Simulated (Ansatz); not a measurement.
`C[CH2][AlH][O][SiH3]` + `BrC1=C[SiH2]1` → `[SiH3][O][AlH][Br]` + `CCC1=C[SiH2]1`  (redistribution)

Computed with Ansatz on PBE0-D4/def2-TZVP structures; ΔE is electronic, products minus reactants. CBS: MP2 limit from def2 TZ/QZ plus the TZ coupled-cluster correction, frozen cores. Functionals use def2-TZVPP. For Br outer-core shells are correlated without core-valence functions, which leaves a few kJ/mol of doubt a bond. Scalar relativity is left out up to krypton. Each species was taken in one conformer, which may not be the lowest.

```
             level  ΔE (eV)
           ωB97X-V    -2.11
           ωB97M-V    -2.10
               PBE    -1.94
            r2SCAN    -2.08
    MP2/def2-TZVPP    -2.11
   CCSD/def2-TZVPP    -2.13
CCSD(T)/def2-TZVPP    -2.09
     MP2/CBS(def2)    -2.14
```

**Question.** What does CCSD(T)/CBS give? (An estimate is asked.)

**Answer.** Ansatz gave: -2.13 eV. The listed levels differ from it by 0.02, 0.03, 0.19, 0.05, 0.02, 0.00, 0.04, -0.01 eV.

Largest T1 diagnostic among the species: 0.011.

In def2-TZVPP, CCSD(T) changes the Hartree–Fock value by +0.26 eV (the triples alone add +0.04 eV) and MP2 by +0.24 eV. From PBE to PBE0 (25 % exact exchange), in def2-TZVPP and without D4, ΔE moves by −0.13 eV.
